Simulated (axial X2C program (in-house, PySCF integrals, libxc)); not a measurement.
# LiK: cheaper levels and CCSD(T), 2c

Calculated with an in-house relativistic program for diatomic molecules. Two-component (2c) means X2C with spin–orbit coupling and atomic mean-field two-electron Coulomb and Gaunt terms. Basis: K dyall-cv3z [11s12p6d3f], Li dyall-cv3z [7s8p2d] (cores contracted in-house); Gaussian nuclei, density fitting, unrestricted open shells. Masses: K 38.964 u, Li 7.016 u.

State: Ω = 0 (closed shell); fragments K + Li.

```json
{"level": "PBE0", "Re (Å)": "3.378", "ωe (cm⁻¹)": "206.9", "De (eV)": "0.647"}
{"level": "HF", "Re (Å)": "3.504", "ωe (cm⁻¹)": "199.4", "De (eV)": "n/a"}
{"level": "MP2", "Re (Å)": "3.339", "ωe (cm⁻¹)": "214.4", "De (eV)": "0.511"}
{"level": "CCSD", "Re (Å)": "3.349", "ωe (cm⁻¹)": "212.0", "De (eV)": "0.735"}
{"level": "TPSSh", "Re (Å)": "3.425", "ωe (cm⁻¹)": "199.9", "De (eV)": "0.787"}
```

Correlated methods: 10 electrons correlated (number of frozen shells: K 2 s, 1 p; Li 1 s), 212 virtual spin orbitals or spinors in MP2, 90 natural virtuals in coupled cluster.

CCSD(T), same Hamiltonian and basis:

Re = 3.336 Å, ωe = 211.4 cm⁻¹, De = 0.75 eV; T1 = 0.015 (Lee–Taylor normalisation).

(1) Give the differences from CCSD(T) in the columns below.

The state is a single determinant with fixed occupations, the lowest that a limited PBE0 search found. Closed shells are restricted here (equal orbitals for both partners); the stretched side of such a curve lies too high. Dissociation energies refer to the lowest single-determinant-based atoms at the same level and basis. CCSD and (T) use frozen natural virtuals with an MP2 correction for the truncation; (T) itself is uncorrected, so its De runs slightly low.

Results:

(1) 

```tsv
level	ΔRe (Å)	Δωe (cm⁻¹)	ΔDe (eV)
PBE0	0.042	-4.5	-0.10
HF	0.168	-12.0	n/a
MP2	0.003	3.0	-0.24
CCSD	0.013	0.6	-0.01
TPSSh	0.089	-11.5	0.04
```
